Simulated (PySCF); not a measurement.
Unknowns

How the numbers were obtained: coordinates at the GFN2-xTB level, shielding tensors at PBE0/pcSseg-1 (GIAO), in PySCF 2.14.0 with density-fitted response routines (non-relativistic, one averaged value for each set of equivalent atoms, a single conformation, isolated molecule).

Referencing at the same level of theory: $^{1}$H (σref 31.72) and $^{13}$C (σref 186.93) vs TMS. Splittings of carbon signals by F and P are missing where no couplings were computed. Where no couplings were computed, multiplicities follow the n + 1 count of equivalent neighbours, and m marks all less simple cases (inequivalent or close neighbours, rings, F or P nearby). Shifts are as computed. Against solution values, carbons near 30 ppm lie about +3 ppm off and those near 130 ppm about +5 ppm; carbons on Cl a further +6 ppm. Of 1211 compounds with measured shifts, 218 miss one by over three times the rms of a fit or turn the order of signals round; such compounds aren't used in these exercises. Carbons bonded to Cl come out too deshielded. OH and NH positions are gas-phase values without hydrogen bonding to other molecules.

(1) C9H13F. $^{1}$H NMR (500 MHz, computed): δ 5.04 (m, 1H), 5.03 (m, 1H), 4.69 (m, 1H), 4.49 (m, 1H), 2.43 (m, 1H), 2.31 (m, 1H), 2.27 (m, 1H), 2.01 (m, 1H), 2.00 (m, 1H), 1.92 (m, 1H), 1.79 (m, 1H), 1.70 (m, 1H), 1.29 (m, 1H). $^{13}$C{$^{1}$H} NMR (computed): δ 182.0 (C), 156.8 (C), 114.5 (CH2), 93.8 (CH2), 49.7 (CH), 42.9 (CH2), 38.9 (CH2), 33.9 (CH2), 31.7 (CH2). Give a structure.

(2) C5H6ClN3. $^{1}$H NMR (300 MHz, computed): δ 9.05 (s, 2H), 4.21 (s, 2H), 0.81 (br s, 2H). $^{13}$C{$^{1}$H} NMR (computed): δ 171.9 (C), 163.8 (CH), 138.2 (C), 46.3 (CH2). Identify the compound.

Answers

(1) SMILES C=C1CCC[C@@H](C(=C)F)C1. The formula gives 3 degrees of unsaturation (1 ring in the answer). 9 carbon signals for 9 carbons: no two carbons are equivalent. Carbon types of the structure: 2 × C, 1 × CH, 6 × CH2, which accounts for all hydrogens. δC 182.0, 156.8: fully substituted alkene carbon. δC 114.5, 93.8: terminal =CH2 carbon. δH 5.04, 5.03, 4.69, 4.49: hydrogen on a terminal =CH2 carbon; olefinic region. δH 2.43, 2.31, 2.27, 2.01: hydrogen on an allylic sp3 CH2; allylic position.

This is the structure that produced the data.

(2) SMILES C(N)c1cnc(Cl)nc1. Rings plus π bonds: 4 (1 ring in the answer). 4 carbon signals for 5 carbons: some carbons are equivalent by symmetry or fast rotation. Carbon types of the structure: 2 × C, 2 × CH, 1 × CH2, leaving 2 H on heteroatoms. δC 171.9: aromatic carbon bearing chlorine. δC 163.8: aromatic CH next to a ring nitrogen; the adjacent pyridine-type nitrogen withdraws density from it. δC 138.2: substituted aromatic carbon. δH 9.05: hydrogen on an aromatic CH next to a ring nitrogen; ring current plus the neighbouring ring nitrogen.

The shifts were computed for this structure.
